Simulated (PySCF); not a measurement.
# Ionisation energy of Cr by level of theory

Cr [Ar] 3d5 4s1 (7S) → Cr⁺ [Ar] 3d5 (6S), as a difference of total energies. All numbers are calculated (PySCF 2.14, the non-relativistic Hamiltonian (point nucleus), in cc-pVTZ (7s6p4d2f1g, 68 functions)). Correlated levels: valence: [Ar] frozen. The calculations carry no spin-orbit coupling.

```
           method  ionisation energy (eV)
              UHF                   5.903
              PBE                   7.267
           M06-2X                   6.503
    MP2 (valence)                   6.362
SCS-MP2 (valence)                   6.056
```

Question: How much does correlation contribute at MP2 (valence)?

Answer: 6.362 − (5.903) = 0.459 eV, measured against UHF.

These non-relativistic numbers lack the scalar-relativistic shift.

Errors of the correlated levels include the incompleteness of this basis and the frozen core.

For comparison: 6.767 eV (measured; NIST Atomic Spectra Database, ionization energies).
